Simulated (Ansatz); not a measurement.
`[CH3][SnH2][SeH]` + `BC=C` → `C=CB[SeH]` + `[CH3][SnH3]` at 500 K and 1 bar (formal exchange of groups at the Se–Sn bond).

Program: Ansatz. Geometries: PBE0-D4/def2-TZVP. ΔE: electronic, gas phase. CCSD(T)/CBS is the MP2 limit (def2-TZVPP, def2-QZVPP) plus CCSD(T) − MP2 in def2-TZVPP, frozen cores. def2 core potentials past Kr. For Se, Sn outer-core shells are correlated without core-valence functions, which leaves a few kJ/mol of doubt a bond. Scalar relativity is left out up to krypton. One conformer a species, not always the lowest.

| species | CCSD(T)/CBS energy (Eh) | H − E (kJ/mol) | S (J/(mol·K)) |
| --- | --- | --- | --- |
| `[CH3][SnH2][SeH]` | -2656.41290 | 195.1 | 418.9 |
| `BC=C` | -103.86193 | 194.0 | 304.9 |
| `C=CB[SeH]` | -2504.61289 | 205.2 | 368.1 |
| `[CH3][SnH3]` | -255.66383 | 180.3 | 330.7 |

H − E and S are ideal-gas, rigid-rotor, harmonic terms from PBE0-D4/def2-TZVP, for one conformer and one mirror image of each species. 1 Eh = 2625.50 kJ/mol, R = 8.31446 J/(mol·K).

By hand: ΔE, ΔH, ΔS and ΔG.

ΔE = (-2504.61289) + (-255.66383) − (-2656.41290) − (-103.86193) = -0.00189 Eh = -5.0 kJ/mol. Δ(H − E) = 205.2 + 180.3 − 195.1 − 194.0 = -3.6, so ΔH = -8.6 kJ/mol. ΔS = 368.1 + 330.7 − 418.9 − 304.9 = -25.0 J/(mol·K). ΔG = -8.6 − 500 × (-25.0)/1000 = 3.9 kJ/mol.

By hand: the equilibrium constant, and the temperature at which ΔG would vanish if ΔH and ΔS stayed fixed.

log₁₀ K = −ΔG/(RT ln 10) = -0.4. ΔG = 0 at ΔH/ΔS = 344 K, though so small a ΔH makes that figure unsure.

TΔS isn't small against ΔH here. The sign of ΔG lies within the doubt. A doubt of 5 kJ/mol in ΔE shifts log₁₀ K by 0.5 here. Other conformers and mirror images would add mixing entropy, several J/(mol·K) or more a flexible species. These are equilibria of isolated gas molecules and say nothing of rates. Largest T1 diagnostic: 0.013 (customary marks: 0.02 for closed shells, 0.045 for open ones).
